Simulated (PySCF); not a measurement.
C5H8O2, singlet, at a GFN2-xTB geometry; PySCF with CCSD/STO-3G.

Here is a job for PySCF.
```python
from pyscf import gto, scf, cc

mol = gto.Mole()
mol.atom = '''
    C    -2.782729    0.267228   -0.794492
    C    -1.603113   -0.325622   -0.902346
    C    -0.514335   -0.044614    0.059615
    O    -0.587725    0.715262    0.993244
    O     0.576152   -0.764355   -0.240167
    C     1.719662   -0.589051    0.594871
    C     2.534958    0.625849    0.174561
    H    -2.964047    0.967816    0.004650
    H    -3.588966    0.078570   -1.482289
    H    -1.365038   -1.034639   -1.680524
    H     1.386745   -0.479167    1.632476
    H     2.297169   -1.509241    0.483535
    H     2.826390    0.540688   -0.869650
    H     1.945733    1.530261    0.304929
    H     3.427941    0.695713    0.788996
'''
mol.basis = 'sto-3g'
mol.charge = 0
mol.spin = 0
mol.verbose = 5
mol.build()

mf = scf.RHF(mol)
mf.kernel()

mycc = cc.CCSD(mf)
mycc.kernel()
print('E(CCSD) = %.10f' % mycc.e_tot)
```

Question: Write the output that PySCF gives for this input, abridged.

Answer: 
```
PySCF version 2.14.0

[INPUT] verbose = 5
[INPUT] max_memory = 4000
[INPUT] num. atoms = 15
[INPUT] num. electrons = 54
[INPUT] charge = 0
[INPUT] spin (= nelec alpha-beta = 2S) = 0
[INPUT] symmetry False subgroup None
[INPUT] Mole.unit = angstrom
[INPUT] Symbol           X                Y                Z      unit          X                Y                Z       unit  Magmom
[...]
[INPUT] ---------------- BASIS SET ----------------
[INPUT] l, kappa, [nprim/nctr], expnt,             c_1 c_2 ...
[INPUT] H
[...]
                                0.62391373        0.53532814
                                0.1688554         0.44463454
[INPUT] O
[...]
                                23.808861         0.53532814
                                6.4436083         0.44463454
[...]
                                1.1695961         0.39951283
                                0.380389          0.70011547
[...]
                                1.1695961         0.60768372
                                0.380389          0.39195739
[INPUT] C
[...]
                                13.045096         0.53532814
                                3.5305122         0.44463454
[...]
                                0.6834831         0.39951283
                                0.2222899         0.70011547
[...]
                                0.6834831         0.60768372
                                0.2222899         0.39195739

nuclear repulsion = 298.624989100743
number of shells = 29
number of NR pGTOs = 129
number of NR cGTOs = 43
basis = sto-3g
ecp = {}

******** <class 'pyscf.scf.hf.RHF'> ********
method = RHF
initial guess = minao
damping factor = 0
level_shift factor = 0
DIIS = <class 'pyscf.scf.diis.CDIIS'>
diis_start_cycle = 1
diis_space = 8
diis_damp = 0
SCF conv_tol = 1e-09
SCF conv_tol_grad = None
SCF max_cycles = 50
direct_scf = True
direct_scf_tol = 1e-13
Set gradient conv threshold to 3.16228e-05
Initial guess from minao.
E1 = -1051.9994224870502  E2 = 412.4342897494403  Ecoul = 458.3581144314066  Exc = -45.923824681966266
init E= -340.940143636867
cond(S) = 13.372884746138046
[...]
  mo_energy =
[-20.62364491 -20.59246839 -11.13173873 -11.12035346 -11.11982831
 -11.11426981 -11.09519722  -1.88193021  -1.60806002  -1.40624381
  -1.32905957  -1.04879448  -0.895808    -0.77356203  -0.68672522
  -0.6411196   -0.59489829  -0.56352679  -0.50274901  -0.47983707
  -0.45790784  -0.42683096  -0.42072182  -0.36537673  -0.33768333
  -0.31990569  -0.25855338   0.06067714   0.25979736   0.35260436
   0.45417499   0.50342549   0.52260461   0.53200009   0.53966157
   0.56379898   0.57948957   0.59964268   0.62684058   0.66148815
   0.76325678   0.83450935   0.97063356]
E1 = -1057.84063140028  E2 = 420.0837895919456  Ecoul = 465.8442192271882  Exc = -45.76042963524259
cycle= 1 E= -339.131852707592  delta_E= 1.81  |g|= 0.718  |ddm|= 4.89
[...]
  mo_energy =
[-20.17297127 -19.81079349 -11.41552853 -11.20684288 -11.10862088
 -11.09433391 -11.05284794  -1.37638765  -1.19345494  -1.06448223
  -1.01423651  -0.88540946  -0.81743249  -0.69933431  -0.67767165
  -0.62960788  -0.59150782  -0.56621363  -0.53626303  -0.52944585
  -0.49566676  -0.48614135  -0.44464107  -0.36226347  -0.32491725
  -0.23591932  -0.16278993   0.21273133   0.39094899   0.49106713
   0.57995274   0.6125555    0.63498352   0.64976134   0.65186579
   0.67813213   0.71357199   0.73971777   0.75049447   0.78550478
   0.8789363    0.91364806   1.11161344]
E1 = -1057.8838933327015  E2 = 419.9826784577021  Ecoul = 465.3955879422723  Exc = -45.41290948457021
cycle= 2 E= -339.276225774257  delta_E= -0.144  |g|= 0.427  |ddm|= 1.37
[...]
  mo_energy =
[-20.22036752 -20.2165916  -11.15719005 -11.125416   -11.06190301
 -11.04681549 -11.01611488  -1.36237942  -1.25790972  -1.02049402
  -0.98718108  -0.84893774  -0.78039594  -0.6736673   -0.65231474
  -0.60573889  -0.57343834  -0.55448108  -0.53501174  -0.51847381
  -0.48885819  -0.48150416  -0.46890744  -0.38340389  -0.33115835
  -0.30792994  -0.29742321   0.23690686   0.42069846   0.53920934
   0.61201375   0.63382034   0.67124634   0.67688263   0.68917928
   0.70784756   0.73580682   0.75219054   0.7591659    0.81125135
   0.91676274   0.95286998   1.12383427]
E1 = -1057.3829368520592  E2 = 419.4364790833972  Ecoul = 464.9273489306242  Exc = -45.490869847226975
cycle= 3 E= -339.321468667919  delta_E= -0.0452  |g|= 0.0725  |ddm|= 0.515
[...]
  mo_energy =
[-20.31829207 -20.21218077 -11.16912851 -11.10464499 -11.04732561
 -11.04560532 -11.03579583  -1.38795466  -1.27423753  -1.02229005
  -0.98609523  -0.85444196  -0.78001064  -0.68452578  -0.65742067
  -0.61018754  -0.58491996  -0.56033919  -0.54142533  -0.52069555
  -0.49453111  -0.48438407  -0.47110417  -0.41001127  -0.34794202
  -0.32094066  -0.31319638   0.2399022    0.41588679   0.52678662
   0.61038445   0.63574442   0.68026747   0.68282614   0.68515932
   0.70715727   0.72922952   0.75549563   0.75811325   0.799554
   0.91709043   0.94993967   1.11562938]
E1 = -1057.419667212784  E2 = 419.4706493948047  Ecoul = 464.959783935495  Exc = -45.489134540690316
cycle= 4 E= -339.324028717237  delta_E= -0.00256  |g|= 0.0333  |ddm|= 0.137
[...]
  mo_energy =
[-20.29676642 -20.23445356 -11.17441048 -11.10822139 -11.04809254
 -11.0479799  -11.03887037  -1.38636232  -1.27922662  -1.02218108
  -0.98537346  -0.85267844  -0.77987978  -0.68279651  -0.65806071
  -0.60963614  -0.58413523  -0.56442586  -0.54265038  -0.52288733
  -0.49488129  -0.48685947  -0.47282269  -0.40768095  -0.34728664
  -0.33200448  -0.31615857   0.23870079   0.41413288   0.53025185
   0.61191692   0.63585974   0.68007921   0.68238993   0.68500659
   0.70797407   0.7302801    0.7564079    0.75872325   0.80120889
   0.91503943   0.9478446    1.11200046]
E1 = -1057.3613547578823  E2 = 419.4117484630526  Ecoul = 464.89895082318384  Exc = -45.48720236013122
cycle= 5 E= -339.324617194087  delta_E= -0.000588  |g|= 0.0111  |ddm|= 0.0679
[...]
  mo_energy =
[...]
   0.61213675   0.63595229   0.68021991   0.68273711   0.68508617
   0.70819416   0.73092532   0.75690029   0.75875615   0.80173183
   0.91507353   0.94821032   1.11157595]
E1 = -1057.3527394533394  E2 = 419.4030340893532  Ecoul = 464.8904105852492  Exc = -45.487376495896
cycle= 6 E= -339.324716263243  delta_E= -9.91e-05  |g|= 0.00374  |ddm|= 0.0346
[...]
  mo_energy =
[-20.29559228 -20.24065632 -11.16999199 -11.10797275 -11.04714917
 -11.04511969 -11.04025344  -1.38614572  -1.28023042  -1.0216074
  -0.98480341  -0.85184375  -0.77925893  -0.68226703  -0.65791414
  -0.60921914  -0.58366988  -0.56519908  -0.54217065  -0.52271999
  -0.49464584  -0.48635865  -0.47249381  -0.4073181   -0.34771465
  -0.33555646  -0.31526573   0.23905685   0.41402884   0.53096191
   0.61231616   0.63613777   0.68049906   0.68284023   0.68511789
   0.70833275   0.73099043   0.75698421   0.75891844   0.80181799
   0.9151771    0.94839935   1.11179999]
E1 = -1057.3466031049747  E2 = 419.39688831784196  Ecoul = 464.8843849232892  Exc = -45.487496605447234
cycle= 7 E= -339.32472568639  delta_E= -9.42e-06  |g|= 0.0011  |ddm|= 0.0104
[...]
  mo_energy =
[-20.295329   -20.24232859 -11.17022929 -11.10783652 -11.04723843
 -11.04472184 -11.04055351  -1.3864026   -1.28070756  -1.02162653
  -0.98479232  -0.85183755  -0.77924492  -0.68233018  -0.65800552
  -0.60921161  -0.58374472  -0.5655733   -0.54224336  -0.5228436
  -0.4946837   -0.4865535   -0.47262396  -0.40742576  -0.34776427
  -0.33622145  -0.31555484   0.23905057   0.41395237   0.53105296
   0.61237703   0.63616091   0.68050302   0.68285004   0.6851605
   0.70836701   0.73097938   0.75692785   0.75894448   0.80178802
   0.91514491   0.94838118   1.11156868]
E1 = -1057.3447144440909  E2 = 419.3949989212293  Ecoul = 464.8824135967719  Exc = -45.48741467554265
cycle= 8 E= -339.324726422119  delta_E= -7.36e-07  |g|= 0.000177  |ddm|= 0.00364
[...]
  mo_energy =
[-20.29538545 -20.24213852 -11.17016756 -11.10795917 -11.04720296
 -11.04480484 -11.0405797   -1.38638387  -1.28066812  -1.02163795
  -0.98480837  -0.8518455   -0.77925467  -0.682338    -0.65800644
  -0.60922901  -0.58374813  -0.56554356  -0.54224659  -0.52283299
  -0.49469017  -0.4865452   -0.47262574  -0.40743806  -0.34776887
  -0.33612642  -0.31550788   0.23902325   0.41394777   0.53101787
   0.6123501    0.63614247   0.68047412   0.68284851   0.68515124
   0.70834221   0.7309726    0.75691934   0.75893339   0.80176684
   0.9151264    0.94837277   1.11158057]
E1 = -1057.3448455880296  E2 = 419.3951300450305  Ecoul = 464.8825262650654  Exc = -45.487396220034896
cycle= 9 E= -339.324726442256  delta_E= -2.01e-08  |g|= 2.88e-05  |ddm|= 0.000496
[...]
  mo_energy =
[-20.29537482 -20.24213256 -11.17017763 -11.10792636 -11.04721998
 -11.0447748  -11.04055641  -1.38637942  -1.28066385  -1.02162681
  -0.98480416  -0.85184153  -0.77924846  -0.68233164  -0.65800037
  -0.60922395  -0.58374408  -0.56554054  -0.54224149  -0.52283361
  -0.49468498  -0.48654181  -0.47262382  -0.40743318  -0.34775769
  -0.33611991  -0.31549786   0.23903131   0.41395332   0.53102647
   0.61235521   0.63614592   0.68047783   0.68285567   0.6851577
   0.70834737   0.73097156   0.75691843   0.75893082   0.80176909
   0.915138     0.94838205   1.11158761]
E1 = -1057.3448441270004  E2 = 419.3951285834256  Ecoul = 464.8825200585242  Exc = -45.487391475098605
cycle= 10 E= -339.324726442832  delta_E= -5.76e-10  |g|= 1.04e-05  |ddm|= 6.63e-05
[...]
  mo_energy =
[-20.29537706 -20.24212876 -11.17017372 -11.10793239 -11.04721731
 -11.04477284 -11.04055753  -1.38637887  -1.28066264  -1.02162633
  -0.98480466  -0.85184175  -0.77924843  -0.68233194  -0.65800006
  -0.60922457  -0.58374422  -0.56553963  -0.54224102  -0.52283313
  -0.49468463  -0.48654178  -0.47262408  -0.40743402  -0.34775721
  -0.33611841  -0.31549648   0.23903256   0.41395443   0.53102514
   0.61235446   0.63614531   0.6804768    0.68285668   0.68515797
   0.70834664   0.73097183   0.75691826   0.75892999   0.80176862
   0.91513892   0.94838316   1.11158917]
E1 = -1057.344851815941  E2 = 419.3951362722677  Ecoul = 464.8825274037774  Exc = -45.487391131509696
Extra cycle  E= -339.324726442931  delta_E= -9.85e-11  |g|= 5.81e-06  |ddm|= 2.32e-05
converged SCF energy = -339.324726442931

******** <class 'pyscf.cc.ccsd.CCSD'> ********
CC2 = 0
CCSD nocc = 27, nmo = 43
max_cycle = 50
direct = 0
conv_tol = 1e-07
conv_tol_normt = 1e-05
diis_space = 6
diis_start_cycle = 0
diis_start_energy_diff = 1e+09
Init t2, MP2 energy = -339.696146958956  E_corr(MP2) -0.371420516024979
Init E_corr(CCSD) = -0.371420516048279
cycle = 1  E_corr(CCSD) = -0.420157587360874  dE = -0.0487370713  norm(t1,t2) = 0.0862745
cycle = 2  E_corr(CCSD) = -0.442991760184846  dE = -0.0228341728  norm(t1,t2) = 0.0330664
cycle = 3  E_corr(CCSD) = -0.451277543994079  dE = -0.00828578381  norm(t1,t2) = 0.0161684
cycle = 4  E_corr(CCSD) = -0.455954529353142  dE = -0.00467698536  norm(t1,t2) = 0.00685638
cycle = 5  E_corr(CCSD) = -0.455786030412461  dE = 0.000168498941  norm(t1,t2) = 0.00171599
cycle = 6  E_corr(CCSD) = -0.455689808211952  dE = 9.62222005e-05  norm(t1,t2) = 0.00070573
cycle = 7  E_corr(CCSD) = -0.455674400767583  dE = 1.54074444e-05  norm(t1,t2) = 0.000271406
cycle = 8  E_corr(CCSD) = -0.455679502362074  dE = -5.10159449e-06  norm(t1,t2) = 0.000120136
cycle = 9  E_corr(CCSD) = -0.455678488305675  dE = 1.0140564e-06  norm(t1,t2) = 5.55126e-05
cycle = 10  E_corr(CCSD) = -0.455680968382146  dE = -2.48007647e-06  norm(t1,t2) = 2.00578e-05
cycle = 11  E_corr(CCSD) = -0.455680793749133  dE = 1.74633013e-07  norm(t1,t2) = 6.44281e-06
cycle = 12  E_corr(CCSD) = -0.455680682025039  dE = 1.11724094e-07  norm(t1,t2) = 2.97009e-06
cycle = 13  E_corr(CCSD) = -0.455680415646472  dE = 2.66378567e-07  norm(t1,t2) = 1.40206e-06
cycle = 14  E_corr(CCSD) = -0.455680320304935  dE = 9.53415369e-08  norm(t1,t2) = 8.20863e-07
CCSD converged
E(CCSD) = -339.7804067632355  E_corr = -0.4556803203049347
E(CCSD) = -339.7804067632
```
